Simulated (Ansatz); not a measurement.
Reaction (SMILES): C[Si](C)(C)F [fluoro(trimethyl)silane] → C[Si](C)C + F atom (the F-Si bond at the site shown breaks; other sites are not compared here)
Structures are relaxed separately at B3LYP-D3(BJ)/def2-TZVP in Ansatz (a first-principles code).
Geometry of the first species:
```
Si
F 1 1.6195
C 1 1.8648 2 107.28
H 3 1.0920 1 111.15 2 -60.14
H 3 1.0920 4 107.97 1 -122.15
H 3 1.0929 4 107.83 5 -116.27
C 1 1.8648 2 107.28 3 -120.00
H 7 1.0920 1 111.15 2 -60.14
H 7 1.0920 8 107.97 1 -122.15
H 7 1.0929 8 107.83 9 -116.27
C 1 1.8648 2 107.28 3 120.00
H 11 1.0920 1 111.15 2 -60.14
H 11 1.0920 12 107.97 1 -122.15
H 11 1.0929 12 107.83 13 -116.27
```

Quantity: bond dissociation energy (electronic energy difference), in kcal/mol. Correlated levels leave the core frozen unless marked. UHF or UKS for open shells. No spin-orbit coupling. No relativistic terms. Basis-set limits of correlation are two-point, X^-3; Hartree-Fock from the larger set.

| level | program | bond dissociation energy (kcal/mol) |
|---|---|---|
| HF/6-31G* | Ansatz | 121.8 |
| HF/cc-pV(T+d)Z | Ansatz | 122.8 |
| HF/cc-pV(Q+d)Z | Ansatz | 123.9 |
| r2SCAN-D3(BJ)/def2-TZVPD | Ansatz + dftd3 | 157.6 |
| PBE0/6-31G* | Ansatz | 154.8 |
| BHLYP-D3(BJ)/def2-TZVPD | Ansatz + dftd3 | 152.8 |
| HSE06/def2-TZVPD | Ansatz | 154.8 |
| LC-wPBE-D3(BJ)/def2-TZVPD | Ansatz + dftd3 | 159.2 |
| B2GP-PLYP-D3(BJ)/def2-TZVPD | Ansatz + dftd3 | 159.9 |
| B2GP-PLYP-D4/def2-TZVPD | Ansatz + dftd4 | 160.0 |
| PBE-QIDH/def2-TZVPD | Ansatz | 157.9 |
| MP2/aug-cc-pV(T+d)Z | Ansatz | 167.4 |
| RI-MP2/aug-cc-pV(Q+d)Z | Ansatz | 169.8 |
| CCSD/STO-3G | Ansatz | 99.7 |
| CCSD/aug-cc-pV(T+d)Z | Ansatz | 157.7 |
| CCSD(T)/cc-pV(D+d)Z | Ansatz | 145.9 |
| CCSD(T)/cc-pV(T+d)Z | Ansatz | 158.1 |
| CCSD(T)/cc-pVTZ | Ansatz | 156.5 |
| CCSD(T)/cc-pwCVTZ | Ansatz | 159.0 |
| CCSD(T) with core electrons (1s frozen past Ne)/cc-pwCVTZ | Ansatz | 159.3 |
| CCSD(T)/CBS(cc-pV(T+d)Z,cc-pV(Q+d)Z) | Ansatz | 163.5 |
